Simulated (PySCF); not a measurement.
Compound: C4H7FN2Si.
Geometry (GFN2-xTB, Å), atoms numbered from 1 in this order:
```xyz
15
C4H7FN2Si angstrom
C     -2.2686    0.3761    0.5760
Si    -1.1624   -0.5847   -0.6212
N      0.5155   -0.1990   -0.2234
C      1.4969    0.3990   -0.9838
C      2.6162    0.4638   -0.2185
N      2.3727   -0.0811    1.0148
C      1.1382   -0.4486    0.9521
F      0.4613   -1.0358    1.9305
H     -3.3176    0.1755    0.3807
H     -2.1149    1.4498    0.4891
H     -2.0651    0.0973    1.6074
H     -1.2818   -0.1447   -2.0106
H     -1.2789   -2.0355   -0.4778
H      1.3008    0.7165   -1.9860
H      3.5834    0.8594   -0.4511
```

Vertical excitations from PySCF (density fitting, frozen core in the response, grid level 2 and gas phase unless stated; continuum runs use non-equilibrium linear response for the excitations) on a GFN2-xTB geometry. Reference run:

| settings | S1, eV (f) | S2, eV (f) | S3, eV (f) | S4, eV (f) | S5, eV (f) | S6, eV (f) | T1, eV (Tamm–Dancoff) | mean α (au) |
| --- | --- | --- | --- | --- | --- | --- | --- | --- |
| PBE0/def2-SVPD, full TDDFT, 6 singlets | 5.90 (0.004) | 6.03 (0.005) | 6.59 (0.014) | 6.63 (0.086) | 6.94 (0.013) | 7.00 (0.008) | 4.45 | 82.6 |

What do these settings give: (1) HSE06/def2-SVPD, level shift 0.1 Eh, full TDDFT, 25 singlets; (2) PBE0/aug-cc-pVDZ, grid level 4, full TDDFT, 1 singlet?

| settings | S1, eV (f) | S2, eV (f) | S3, eV (f) | S4, eV (f) | S5, eV (f) | S6, eV (f) | T1, eV (Tamm–Dancoff) | mean α (au) |
| --- | --- | --- | --- | --- | --- | --- | --- | --- |
| HSE06/def2-SVPD, level shift 0.1 Eh, full TDDFT, 25 singlets | 5.81 (0.004) | 5.94 (0.003) | 6.52 (0.010) | 6.60 (0.086) | 6.90 (0.011) | 6.96 (0.011) | 4.44 | 82.9 |
| PBE0/aug-cc-pVDZ, grid level 4, full TDDFT, 1 singlet | 5.55 (0.008) | – | – | – | – | – | 4.45 | 85.0 |

(1) S1 moves by -0.09 eV (HSE06 has 25 % exact exchange at short range alone, PBE0 25 % exact exchange). (2) S1 moves by -0.35 eV. States are counted by energy in each run and needn't keep their character from row to row.

Which orbital pairs make up S1 in each run, and how does it sit against the orbital gap?

```csv
settings,S1 configurations (weight),S1 (eV),orbital gap (eV),S1 − gap (eV)
"PBE0/def2-SVPD, full TDDFT, 6 singlets","H→L+1 0.57, H→L 0.41",5.90,6.84,-0.94
"HSE06/def2-SVPD, level shift 0.1 Eh, full TDDFT, 25 singlets","H→L 0.55, H→L+1 0.43",5.81,6.08,-0.27
"PBE0/aug-cc-pVDZ, grid level 4, full TDDFT, 1 singlet","H→L+1 0.70, H→L 0.27",5.55,6.36,-0.81
```

One conformer stands for the species.
